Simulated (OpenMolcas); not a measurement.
# A ladder of methods for C2H4GaN (SMILES N=C=[CH][GaH2])

C2H4GaN: 8 atoms, total charge 0, spin state singlet. SMILES: `N=C=[CH][GaH2]`. Geometry: relaxed at PBE0-D4/def2-TZVP.

Each level gives the HOMO–LUMO gap (eV). The values are calculated.

```tsv
level	kind	program	value (eV)
HF/def2-SVP	Hartree–Fock	OpenMolcas	10.99
PBE/def2-SVP	GGA	OpenMolcas	3.71
revPBE/def2-SVP	GGA	OpenMolcas	3.75
M06-L/def2-SVP	meta-GGA	OpenMolcas	4.27
TPSS/def2-SVP	meta-GGA	OpenMolcas	3.89
r2SCAN/def2-SVP	meta-GGA	OpenMolcas	4.19
M06-2X/def2-SVP	hybrid meta-GGA	OpenMolcas	7.28
B2PLYP/def2-SVP	double hybrid	OpenMolcas	7.52
```

All-electron rows without a relativistic Hamiltonian named are non-relativistic. The values span 3.71 to 10.99 eV. Orbital gaps aren't excitation energies, and those of double hybrids come from the SCF part alone; they tend to grow with the share of exact exchange.
